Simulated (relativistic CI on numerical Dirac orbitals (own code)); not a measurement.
# Sensitivity of the levels of Hg⁴⁵⁺ to α and to the nuclear radius

Calculated at this level of theory: Dirac-Coulomb-Breit CI, orbitals from a KLI potential per configuration, derivatives by finite differences, unscaled Slater integrals, QED left out (own radial code, finite nucleus).

CI space (outside the closed core [Ar] 3d10): 4s2 4p5, 4s 4p6, 4s2 4p4 4d, 4s 4p5 4d, 4s2 4p4 4f, 4s 4p5 4f. Double excitations out of closed p, d and f shells are left out; levels of such configurations are missing from the list, as are those of other unlisted configurations, and high levels can miss mixing partners.

With x = (α/α₀)² − 1 an excitation energy changes as ω = ω₀ + qx; K = 2q/ω₀ is the relative enhancement. Terms are leading LS components, so labels can repeat. The field-shift factor is F = δν/δ⟨r²⟩ for the transition from the lowest level.

Lowest level 4s2 4p5 2P°_3/2.

| Level | ω₀ (cm⁻¹) | q (cm⁻¹) | F (GHz/fm²) |
| --- | --- | --- | --- |
| 4s2 4p5 2P°_1/2 | 1142160 | 1.441e+06 | -310 |
| 4s2 4p4 4d 4D_3/2 | 1391216 | 68350 | 23.2 |
| 4s2 4p4 4d 4D_5/2 | 1415053 | 80680 | 22.7 |
| 4s2 4p4 4d 4P_1/2 | 1419633 | 87100 | -17.4 |
| 4s2 4p4 4d 2F_7/2 | 1435212 | 69290 | 21.8 |
| 4s2 4p4 4d 2D_3/2 | 1515018 | 78080 | 23.4 |
| 4s2 4p4 4d 2F_7/2 | 1637294 | 314900 | 30 |
| 4s2 4p4 4d 4F_9/2 | 1645401 | 313000 | 29.7 |
| 4s2 4p4 4d 2P_1/2 | 1671769 | 391700 | -199 |
| 4s2 4p4 4d 2D_5/2 | 1771415 | 318700 | 33 |
| 4s2 4p4 4d 2P_3/2 | 1822568 | 339900 | 26.5 |
| 4s2 4p4 4d 2D_5/2 | 1853019 | 349700 | 20.8 |
| 4s 4p6 2S_1/2 | 2175718 | 1.54e+06 | -3220 |

At this charge energies of transitions that change n are usually good to better than 1 %, and those within a shell (Δn = 0) to a few per cent.

Which transition from the lowest level has the largest |K|?

4s2 4p5 2P°_1/2 at 1142160 cm⁻¹, K = 2.52.
